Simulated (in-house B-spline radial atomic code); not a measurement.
**RPA and G0W0 on TPSS: the tellurium ion Te⁵⁺**

Configuration [Kr] 4d10 5s1, highest spin, mean-field start TPSS. Computed with a B-spline radial code for spherical atoms: all electrons, scalar-relativistic (spin-free one-electron X2C), finite nucleus, each spin shell either full or empty, empty states to l = 9 with an (l + 1/2)⁻⁴ tail; G0W0 by contour deformation at full frequency.

Command:
```bash
python run_gw.py task.json out
```
Settings (radii: box in bohr, nucleus in fm):
```
Z                        52
electrons                47
configuration            [Kr] 4d10 5s1
hamiltonian              x2c
method                   tpss,tpss
lmax                     9
rms_radius               4.7423
spin_polarised           True
box_radius               10.43
intervals                67
ion_configuration        [Kr] 4d10
```

Time taken, with all properties: 9.9 s on 1 thread of Arm Neoverse N1, with other jobs on the host.

Energies (hartree):

| term | value |
| --- | --- |
| mean-field total | -6787.98485 |
| Hartree-Fock functional on these orbitals | -6785.58645 |
| direct second order | -4.243 |
| second-order exchange | 1.1749 |
| SOSEX correction | 1.0993 |

**Question.** What is the RPA correlation energy, and what remains with SOSEX?

**Answer.** RPA gives -3.7601 hartree (-2.18 eV per electron); RPA + SOSEX gives -2.6608, and the second-order doubles -3.068 hartree (no singles). RPA lacks exchange-type terms and so overcorrelates at short range.

Quasi-particle levels (eV):

| level | occupied | mean field | Σx - vxc | Σc | QP weight | G0W0 |
| --- | --- | --- | --- | --- | --- | --- |
| 5s up | yes | -65.31 | -3.94 | ? | ? | ? |
| 4d down | yes | -98.68 | -11.30 | 0.58 | 0.946 | -109.39 |
| 4d up | yes | -99.05 | -11.27 | 0.61 | 0.934 | -109.71 |
| 5s down | no | -63.80 | 8.07 | -3.03 | 0.955 | -58.76 |

G0W0 = mean field + (Σx - vxc) + Σc, with Σc (partial-wave tail included) taken at the quasi-particle energy. Only the outer levels were computed. Levels of low weight are left out.

**Question.** Where does G0W0 put 5s up?

**Answer.** At -71.48 eV, with Σc = -2.23 eV and a quasi-particle weight of 0.969. The tabulated removal energy is 69.1 ± 2 eV (NIST, tabulated theory); the calculation leaves out spin-orbit coupling, Breit and QED terms, and what these don't explain is the method's own error.

**Question.** What does it cost to remove one electron (to [Kr] 4d10) by differences of total energies, each species on its own start (correlation terms add to the Hartree-Fock functional)?

**Answer.** TPSS 70.88 eV, Hartree-Fock functional 68.96 eV, + RPA 71.27 eV, + RPA + SOSEX 70.51 eV, + second order 71.56 eV. Tabulated: 69.1 ± 2 eV (NIST, tabulated theory); the calculation leaves out spin-orbit coupling, Breit and QED terms, and what these don't explain is the method's own error.
